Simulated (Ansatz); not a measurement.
C₄H₅FSi. Charge 0, multiplicity 1. The bonds changed during the relaxation, so this is another structure than the one it started from. Geometry: relaxed with PBE0-D4/def2-TZVP.

```xyz
11

C    -1.078    1.450    0.431
C    -0.542    0.244   -0.246
C    -0.535   -1.042    0.028
C     0.347   -2.056    0.082
Si    1.211   -0.513   -0.458
F     2.222    0.221    0.522
H    -1.867    1.198    1.143
H    -0.279    1.959    0.980
H    -1.477    2.167   -0.290
H     0.206   -3.022   -0.387
H     1.792   -0.607   -1.804
```

(1) What is the dipole moment at B3LYP/def2-TZVPP? (Estimate.)

(2) And with PBE, r2SCAN, ωB97M-V? (Estimate.)

(3) Give the Mulliken charges with B3LYP, ωB97M-V, PBE in def2-TZVPP. (An estimate is asked.)

Results:

(1) Computed: 1.22 D, with components (-0.66, 0.47, -0.92) D in this frame, pointing from negative to positive charge.

(2) The calculation gave: PBE 1.17 D, r2SCAN 1.19 D, ωB97M-V 1.21 D.

(3) Ansatz gave: 
```csv
atom,B3LYP,ωB97M-V,PBE
C1,-0.24,-0.30,-0.25
C2,-0.11,-0.15,-0.06
C3,0.02,0.07,-0.01
C4,-0.28,-0.32,-0.23
Si5,0.58,0.54,0.48
F6,-0.31,-0.30,-0.26
H7,0.09,0.11,0.10
H8,0.10,0.11,0.10
H9,0.10,0.12,0.10
H10,0.11,0.12,0.09
H11,-0.06,-0.01,-0.06
```

B3LYP here is the variant with VWN-RPA as its local correlation; programs differ in this.
